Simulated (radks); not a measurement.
The lanthanum ion La+, 56 electrons, occupied as [Xe] 5d2.

All-electron calculation, scalar-relativistic Kohn-Sham, PBE, spin-polarised, spherical densities, finite nucleus; open shells are filled with parallel spins first (spin-orbit coupling, left out, can overturn this in heavy ions); Fermi nuclear charge, rms radius 4.855 fm. Program: a radial shooting solver on a logarithmic mesh with Libxc functionals.

Energy parts (hartree):
total: -8492.7110
kinetic: 8982.5202
electron-nucleus: -20544.4596
Hartree: 3272.3077
exchange-correlation: -203.0792

Orbitals (lengths in bohr, moments of r in powers of bohr; r(90%) holds 90 % of the orbital's charge):
| orbital | occ. | eigenvalue (hartree) | r(90%) |
|---|---|---|---|
| 1s down | 1 | -1424.110 | 0.0452 |
| 1s up | 1 | -1424.110 | 0.0452 |
| 2s up | 1 | -226.8196 | 0.166 |
| 2s down | 1 | -226.8177 | 0.166 |
| 2p up | 3 | -203.3129 | 0.153 |
| 2p down | 3 | -203.3114 | 0.153 |
| 3s up | 1 | -48.61836 | 0.419 |
| 3s down | 1 | -48.61755 | 0.419 |
| 3p up | 3 | -41.11094 | 0.424 |
| 3p down | 3 | -41.11002 | 0.424 |
| 3d up | 5 | -30.32230 | 0.407 |
| 3d down | 5 | -30.32077 | 0.407 |
| 4s up | 1 | -9.92537 | 0.939 |
| 4s down | 1 | -9.92253 | 0.939 |
| 4p up | 3 | -7.48369 | 1.01 |
| 4p down | 3 | -7.48121 | 1.01 |
| 4d up | 5 | -3.94983 | 1.15 |
| 4d down | 5 | -3.94745 | 1.15 |
| 5s up | 1 | -1.57607 | 2.26 |
| 5s down | 1 | -1.55417 | 2.24 |
| 5p up | 3 | -0.97847 | 2.66 |
| 5p down | 3 | -0.94717 | 2.64 |
| 5d up | 2 | -0.28004 | 4.46 |
| 5d down | 0 | -0.23569 | 4.45 |

The highest occupied level is 5d up at -7.620 eV. The electron density at the nucleus is 3.648e+05 e/bohr^3 (large components only). The spin density at the nucleus is -3.175 e/bohr^3 (1s 0.003, 2s -0.179, 3s -0.022, 4s 0.289, 5s -3.265). For comparison, the ionisation energy in NIST's Atomic Spectra Database is 11.185 eV (measured). In exact Kohn-Sham theory the highest level is minus the ionisation energy, but local and semilocal functionals leave it too shallow, through self-interaction and a potential that decays too fast; potentials with the right tail come closer.
